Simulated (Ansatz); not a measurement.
C3H7O (SMILES [CH2-]COC), charge -1, singlet, at a GFN2-xTB geometry (a gas-phase anion, which may not be bound at this level); HF/6-31G run with Ansatz (an electronic-structure program).

The Ansatz input:
Ansatz 0.2 input:
```yaml
crystal:
  periodic: [false, false, false]
  atoms:
    - {symbol: O, position_ang: [-0.02364204, -0.72791359, -0.02410158]}
    - {symbol: C, position_ang: [-0.11695116, 0.72309764, 0.02353500]}
    - {symbol: C, position_ang: [1.27997189, -1.17584587, -0.05346219]}
    - {symbol: C, position_ang: [-1.53793975, 1.16403974, -0.03994654]}
    - {symbol: H, position_ang: [0.53282928, 1.00119920, 0.93898760]}
    - {symbol: H, position_ang: [0.44859738, 1.10785920, -0.85183032]}
    - {symbol: H, position_ang: [1.26753791, -2.27032695, -0.05197351]}
    - {symbol: H, position_ang: [1.82097837, -0.82845799, -0.95497355]}
    - {symbol: H, position_ang: [1.85749247, -0.82621646, 0.82524896]}
    - {symbol: H, position_ang: [-1.97405394, 1.11319354, 0.99190016]}
    - {symbol: H, position_ang: [-1.51473106, 2.25830906, -0.28530416]}
basis:
  gaussian:
    orbitals: 6-31G
    point_charges:
      - {charge: -1.0, position_ang: [3.1176, -2.3974, 4.2747]}
hamiltonian:
  xc: hf
total_charge: -1
```

Output, abridged:

```
Functional definition: HF
680 factors; integrals over basis functions are off by at most 2.2e-4 eV
mean field evaluation 1: about -5228.0843 eV, gradient 2.9e1 eV
mean field evaluation 2: about -5228.0905 eV, gradient 2.9e1 eV
mean field evaluation 4: about -5230.6580 eV, gradient 2.5e0 eV
mean field evaluation 8: about -5230.6860 eV, gradient 8.6e-4 eV
mean field -5230.68595612 eV, -192.2241634013 hartree, gradient 1.6e-5 eV, S^2 0.000000; 0 other end points of the search recorded, 0 dependent functions left out
reference -5230.68595612 eV, -192.2241634013 hartree; 17, 17 occupied and 33, 33 virtual orbitals, 680 factors
Total energy: -5230.68595612 eV, -192.2241634013 hartree
```
